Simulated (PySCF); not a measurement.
# C₆ coefficients of unlike pairs at PBE0

Calculated with PySCF 2.14 from the dipole response of each species, C₆(A,B) = (3/π) ∫ α_A(iu) α_B(iu) du, in atomic units, from isotropic polarisabilities. For ions this is the dispersion term alone; charge-induced terms of lower order in 1/R come first.

| species | configuration | basis | relativity | α (bohr³) | C₆ (like pair) |
| --- | --- | --- | --- | --- | --- |
| Sc⁺ | [Ar] 3d1 4s1 (3D) | def2-QZVPPD (11s6p5d3f2g) | none | 64.55 | 448.1 |
| Nb²⁺ | [Kr] 4d3 (4F) | aug-cc-pVTZ-PP with one added diffuse shell each of s, p, d, f, g type with ECP28MDF (7s7p6d4f3g) | core potential | 11.21 | 58.24 |
| Cu³⁺ | [Ar] 3d8 (3F) | dyall-av2z (16s12p7d2f) | none | 1.467 | 3.165 |
| Ga³⁺ | [Ar] 3d10 (1S) | aug-cc-pVQZ-PP with one added diffuse shell each of s, p, d, f, g type with ECP10MDF (8s7p6d4f3g) | core potential | 1.139 | 1.713 |

Question: Estimate C₆ for Ga³⁺ with Sc⁺.

Answer: The integral gives 16.91. The combination rule 2 C_A C_B / (C_A α_B/α_A + C_B α_A/α_B) gives 14.62 and the geometric mean 27.71.

No spin-orbit coupling is included.

The other pairs:

| pair | C₆ |
| --- | --- |
| Nb²⁺, Sc⁺ | 132.2 |
| Cu³⁺, Nb²⁺ | 12.16 |
| Ga³⁺, Cu³⁺ | 2.314 |
| Cu³⁺, Sc⁺ | 22.02 |
| Ga³⁺, Nb²⁺ | 9.221 |
